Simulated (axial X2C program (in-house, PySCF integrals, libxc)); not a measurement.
# Potential curves of InAs, 2c

Computed with an in-house all-electron X2C program for linear molecules (integrals from PySCF). Two-component (2c) means X2C with spin–orbit coupling and atomic mean-field two-electron Coulomb and Gaunt terms. Basis: In dyall-cv3z [11s12p9d4f1g], As dyall-cv3z [9s9p6d4f1g] (cores contracted in-house); Gaussian nuclei, density fitting, unrestricted open shells. Masses: In 114.904 u, As 74.922 u.

State: Ω = 1 (⟨Sz⟩ = 1.00, ⟨Lz⟩ = 0.00 at PBE0). Energies in eV from the lowest point of each curve. Fits are polynomials in 1 − R0/R over 0.85 to 1.23 times the lowest point R0.

```json
{"R (Å)": "2.3864", "PBE0": "0.5070"}
{"R (Å)": "2.4961", "PBE0": "0.2101"}
{"R (Å)": "2.5784", "PBE0": "0.0832"}
{"R (Å)": "2.6607", "PBE0": "0.0180"}
{"R (Å)": "2.7430", "PBE0": "0.0000"}
{"R (Å)": "2.8390", "PBE0": "0.0237"}
{"R (Å)": "2.9350", "PBE0": "0.0825"}
{"R (Å)": "3.0584", "PBE0": "0.1930"}
{"R (Å)": "3.2093", "PBE0": "0.3602"}
{"R (Å)": "3.4287", "PBE0": "0.6272"}
```

The state is a single determinant with fixed occupations, the lowest that a limited PBE0 search found. Density functionals use the spin component along the axis (collinear). Other states lie close and PBE0, whose exact exchange favours high spin, may order them wrongly; the determinant shown need not be the ground state. The nearest other 2c determinant of the search, Ω = 2, lies 0.34 eV up at the distance of the search. With several unpaired electrons one determinant need not be a pure state. Open-shell Ω = 0 determinants with evenly filled partner blocks cannot be reached by this program, so the Ω shown need not be the lowest component. This is the Ω = 1 component of a π² triplet; the 0⁺ component is not one determinant and can lie lowest.

Fit the PBE0 curve near its minimum: give the equilibrium distance and the harmonic wavenumber.

At PBE0, 2c: Re = 2.739 Å, ωe ≈ 179 cm⁻¹; Be follows as 0.0495 cm⁻¹.
